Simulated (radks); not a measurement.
Values are calculated unless marked as measured or tabulated.
Ionisation of the rhenium ion Re3+, [Xe] 4f14 5d4, to [Xe] 4f14 5d3 as the strength of local exchange is varied. Code: a radial shooting solver on a logarithmic mesh with Libxc functionals. Model: scalar-relativistic Kohn-Sham, Slater X-alpha exchange (alpha = 2/3 is LDA exchange), no correlation, spin-polarised, spherical densities, point nucleus; open shells are filled with parallel spins first (spin-orbit coupling, left out, can overturn this in heavy ions).

alpha,E(Re3+) (hartree),exchange (hartree),IE (eV),-e of the level emptied (eV),<r> of it (bohr)
0.586,-16635.2041,-273.8824,37.898,31.795 (5d),1.718
0.667,-16673.2998,-312.4931,39.527,33.345 (5d),1.688
0.678,-16678.4803,-317.7505,39.752,33.559 (5d),1.684
0.686,-16682.2491,-321.5763,39.915,33.715 (5d),1.681
0.73,-16702.9933,-342.6495,40.823,34.581 (5d),1.666
0.962,-16812.8198,-454.6493,45.807,39.362 (5d),1.590
0.966,-16814.7199,-456.5933,45.896,39.448 (5d),1.589
0.973,-16818.0457,-459.9965,46.052,39.598 (5d),1.586

NIST Atomic Spectra Database: 39 +/- 1.7 eV (theoretical). The Delta-SCF value meets it near alpha = 0.65. Open shells are spherical and high-spin; term and fine-structure splittings are not resolved. Spin-orbit splitting is averaged out at the scalar-relativistic level.
